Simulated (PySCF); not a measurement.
HSSi, SMILES [Si]=[SH+] (connectivity only; charge and spin as stated), charge +1, multiplicity 1.

Geometry optimised at PBE0-D3(BJ)/def2-TZVP. The isomer is the one that the SMILES or the coordinates give; other isomers of the formula were not compared.

The numbers are results of PBE0-D3(BJ)/def2-TZVP in PySCF 2.14.0, not measurements.

Frequencies are harmonic and unscaled.

| mode | ν (cm⁻¹) | IR (km/mol) | Raman (Å⁴/amu) | depolarisation | moving atoms (share of kinetic energy) |
|---|---|---|---|---|---|
| 1 | 503 | 22.4 | 13.0 | 0.27 | H 83 %, Si 13 % |
| 2 | 633 | 106.3 | 25.3 | 0.32 | S 45 %, Si 42 %, H 12 % |
| 3 | 2571 | 70.3 | 75.4 | 0.21 | H 97 % |
